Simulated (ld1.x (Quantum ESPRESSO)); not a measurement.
## What the settings do to the TM potential of praseodymium

Base potential:

praseodymium (Pr), norm-conserving Troullier–Martins (Kleinman–Bylander form), made with ld1.x (Quantum ESPRESSO) 7.5 (PBEsol, fully relativistic). Core [Kr] 4d10 4f2, reference 5s2 5p6 5d1 6s2 6p0. Waves: 5s (bound): rc 1.95 bohr; 5d (bound): rc 2.40 bohr; 5p (bound): rc 2.45 bohr. Local part: the p channel. Core correction: a·sin(br)/r model core, default radius (core density twice the valence density).

Open shells are filled in proportion to 2j + 1 (rel_dist='average').

Occupied shells without a wave of their own: 6s. They enter only through the test configuration that unscreens the potential, and ld1.x also counts them in the model core charge.

Cutoffs, loose and tight: the cutoffs (Ry, on a coarse ladder) from which the occupation-weighted sum of valence levels, in a spherical-Bessel basis at the reference potential, stays within 10 and 1 mRy of its value at 400 Ry. They do not see the model core or the augmentation charge, which bear on the density cutoff. Test errors are all-electron minus pseudo excitation energies from the reference, over the configurations 5s2 5p6 5d1 6s1 6p0; 5s2 5p6 5d1 6s0 6p0; 5s2 5p6 5d0 6s0 6p0; 5s1 5p6 5d1 6s2 6p0; 5s2 5p5 5d1 6s2 6p0; 5s2 5p6 5d1 6s1.5 6p0; 5s2 5p6 5d2 6s0 6p0. A dash means not determined; rows that change the core or the reference have their own tests.

With those shells counted twice in exchange and correlation these files are broken, and their errors move erratically; no question is asked of them.

Cutoffs are not given where the Bessel-basis levels miss the radial ones by over 6 mRy, ghosts where they miss by over 20 mRy; a channel whose overlap is not positive is not tested.

| change | outcome | bound ghosts | largest test error (meV) |
| --- | --- | --- | --- |
| base | generated, misses its reference levels by 2.05 eV | not determined | -551 |
| wave 5d (bound): rc 2.40 bohr becomes 5d (bound): rc 1.58 bohr | generated, misses its reference levels by 2.05 eV | not determined | -551 |
| wave 5d (bound): rc 2.40 bohr becomes 5d (bound): rc 1.92 bohr | generated, misses its reference levels by 2.05 eV | not determined | -551 |
| wave 5d (bound): rc 2.40 bohr becomes 5d (bound): rc 2.24 bohr | generated, misses its reference levels by 2.05 eV | not determined | -551 |
| wave 5d (bound): rc 2.40 bohr becomes 5d (bound): rc 2.50 bohr | generated, misses its reference levels by 2.05 eV | not determined | -551 |
| wave 5d (bound): rc 2.40 bohr becomes 5d (bound): rc 2.86 bohr | generated, misses its reference levels by 2.05 eV | not determined | -552 |
| wave 5d (bound): rc 2.40 bohr becomes 5d (bound): rc 3.16 bohr | generated, misses its reference levels by 2.05 eV | not determined | -550 |
| wave 5d (bound): rc 2.40 bohr becomes 5d (bound): rc 3.62 bohr | generated, misses its reference levels by 2.05 eV | not determined | -537 |
